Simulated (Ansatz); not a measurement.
A run on CH₆OSSn (`C[O][SnH2][SH]`) with other settings.

```yaml
crystal:
  periodic: [false, false, false]
  atoms:
    - {symbol: C, position_ang: [-1.020647, 1.268178, -0.135058]}
    - {symbol: O, position_ang: [-1.242557, -0.084176, 0.173811]}
    - {symbol: Sn, position_ang: [0.286634, -1.273871, 0.481027]}
    - {symbol: S, position_ang: [1.740714, -1.157526, -1.423987]}
    - {symbol: H, position_ang: [-0.524055, 1.809409, 0.683369]}
    - {symbol: H, position_ang: [-0.417830, 1.395163, -1.044114]}
    - {symbol: H, position_ang: [-1.990920, 1.742854, -0.306885]}
    - {symbol: H, position_ang: [-0.412271, -2.814539, 0.583491]}
    - {symbol: H, position_ang: [1.134660, -0.707639, 1.850154]}
    - {symbol: H, position_ang: [2.529473, -0.229053, -0.859009]}
basis:
  gaussian: {orbitals: def2-TZVP}
hamiltonian: {xc: {name: BHLYP}, dispersion: d3bj, pseudopotentials: {relativity: none}}
output: {forces: true}
```

```sh
$ ansatz run in.yaml --threads 4 --pin off --events-out ev --progress --plain --max-ram 10444MiB
```

Output, abridged:

```
Functional definition: BHLYP
1440 factors; their error is unknown
mean field evaluation 1: about -19842.0345 eV, gradient 5.0e1 eV
mean field evaluation 2: about -19837.6087 eV, gradient 7.1e1 eV
mean field evaluation 4: about -19846.8224 eV, gradient 2.7e0 eV
mean field evaluation 8: about -19846.8408 eV, gradient 3.0e-2 eV
mean field evaluation 16: about -19847.0486 eV, gradient 1.4e-4 eV
mean field -19847.04860768 eV, -729.3655835193 hartree, gradient 3.5e-5 eV, S^2 0.000000; 0 other end points of the search recorded, 0 dependent functions left out
reference -19847.04880583 eV, -729.3655908015 hartree; 29, 29 occupied and 156, 156 virtual orbitals, 1440 factors
Total energy: -19847.38709778 eV, -729.3780228012 hartree
Atom 0 at    -1.020647     1.268178    -0.135058 Å, force    -0.110249     0.160735    -0.055804 eV/Å
Atom 1 at    -1.242557    -0.084176     0.173811 Å, force     0.356750     0.128951    -0.013500 eV/Å
Atom 2 at     0.286634    -1.273871     0.481027 Å, force    -0.211268     0.024116     0.052003 eV/Å
Atom 3 at     1.740714    -1.157526    -1.423987 Å, force     0.143879     0.210053     0.169710 eV/Å
Atom 4 at    -0.524055     1.809409     0.683369 Å, force    -0.135297    -0.191250    -0.218209 eV/Å
Atom 5 at    -0.417830     1.395163    -1.044114 Å, force    -0.171185    -0.071410     0.270424 eV/Å
Atom 6 at    -1.990920     1.742854    -0.306885 Å, force     0.285389    -0.129772     0.050014 eV/Å
Atom 7 at    -0.412271    -2.814539     0.583491 Å, force     0.059880     0.102825     0.005132 eV/Å
Atom 8 at     1.134660    -0.707639     1.850154 Å, force    -0.077392    -0.045252    -0.111051 eV/Å
Atom 9 at     2.529473    -0.229053    -0.859009 Å, force    -0.140507    -0.188995    -0.148719 eV/Å
Dipole moment:     0.236797     0.088311     0.276803 e Å
```

Hardware: 4 threads of an Intel Xeon Platinum 8488C on a shared host. Wall time 2.8 s, peak host memory 0.5 GiB.
